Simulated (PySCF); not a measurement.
# Lithium: a sound run and one with changed settings

Sound run: Li⁺ 1s2, Li²⁺ 1s1. Calculation: PySCF 2.14, in def2-TZVP; the non-relativistic Hamiltonian (point nucleus). The sound run starts from symmetry-adapted Hartree-Fock orbitals and uses a fine grid where one is needed.

Changed run: radial step 1.2 in ln r (0.13 in the sound run). This setting is unsound on purpose.

| species | method | sound run (hartree) | changed run (hartree) | converged |
| --- | --- | --- | --- | --- |
| Li⁺ | UHF | -7.23637 | -7.23637 | yes |
| Li⁺ | LDA | -7.14274 | -7.11818 | yes |
| Li⁺ | M06-2X | -7.28288 | -7.27453 | yes |
| Li²⁺ | UHF | -4.49857 | -4.49857 | yes |
| Li²⁺ | LDA | -4.40119 | -4.39512 | yes |
| Li²⁺ | M06-2X | -4.49400 | -4.49397 | yes |

Ionisation energy of Li⁺:

```csv
method,sound run (eV),changed run (eV)
UHF,74.499,74.499
LDA,74.602,74.098
M06-2X,75.889,75.663
```

A coarse radial grid mis-integrates the density and the exchange-correlation energy, with errors of either sign; Hartree-Fock needs no grid.

For comparison, NIST gives 75.640 eV between the lowest levels.
